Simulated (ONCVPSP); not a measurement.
Before and after: ONCV potential for nitrogen

N, optimised norm-conserving Vanderbilt (ONCV), made with ONCVPSP 4.0.1 (PBE, scalar-relativistic). Core [He], reference 2s1 2p4. Waves: 2s: rc 0.70 bohr, ncon 3, nbas 6, qcut 7.8 1/bohr, 2 projectors, debl 3.4 Ha; 2p: rc 1.50 bohr, ncon 3, nbas 6, qcut 8.7 1/bohr, 2 projectors, debl 2.1 Ha; d scattering state at 0.05 Ha: rc 1.35 bohr, ncon 5, nbas 8, qcut 8 1/bohr, 2 projectors, debl 3.2 Ha. Local part: polynomial inside 0.55 bohr (lpopt 5, dvloc0 -1 Ha). Core correction: Teter function fitted to the true core (icmod 2), fcfact 0.55.

All-electron outer shells of the reference configuration (PBE, scalar-relativistic, ld1.x):

| shell | level (eV) | outermost node (bohr) | outermost maximum (bohr) |
| --- | --- | --- | --- |
| 1s | -385.55 | – | 0.15 |
| 2s | -19.03 | 0.32 | 1.02 |
| 2p | -7.51 | – | 0.97 |

Change: all radii but the core radius scaled by about 1.17 (s 0.82, p 1.76, d 1.58 bohr); local potential polynomial inside 0.64 bohr (lpopt 5, dvloc0 -1 Ha).

Cutoffs: the cutoffs (Ha) at which the residual kinetic energy of the hardest occupied pseudo-wave falls to 1 and 0.1 mHa per electron; they do not see the model core or the augmentation charge, which bear on the density cutoff. Errors are all-electron minus pseudo energies relative to the spin-unpolarised reference configuration.

Problem. What does the change do?

Solution. The potential gets softer (30 Ha and 175 Ha → 29 Ha and 85 Ha); of the 4 tests that both files solve, the error grows in 2 and shrinks in 2 by more than 15 % and 0.3 meV (median size 31.7 → 40.4 meV); neither file shows a bound ghost. A larger radius leaves more room for a smooth pseudo-wave, so fewer plane waves are needed.

```tsv
quantity	base	changed
cutoff, loose	30 Ha	29 Ha
cutoff, tight	175 Ha	85 Ha
loose cutoff by channel	s 30 Ha, p 25 Ha	s 29 Ha, p 22 Ha
bound ghosts	none	none
GHOST(+) flags under 300 eV	d at 164.2 eV	none
error for 2s2 2p3, meV [ΔE -11.51 eV]	+6.9	+2.1
error for 2s2 2p2, meV [ΔE 2.08 eV]	+57	+78
error for 2s2 2p1, meV [ΔE 30.94 eV]	+261	+381
error for 2s0 2p5, meV [ΔE 11.53 eV]	+3.9	+3.0
rms error of d²Exc/dni dnj with the model core, mHa	1.77	1.81
```
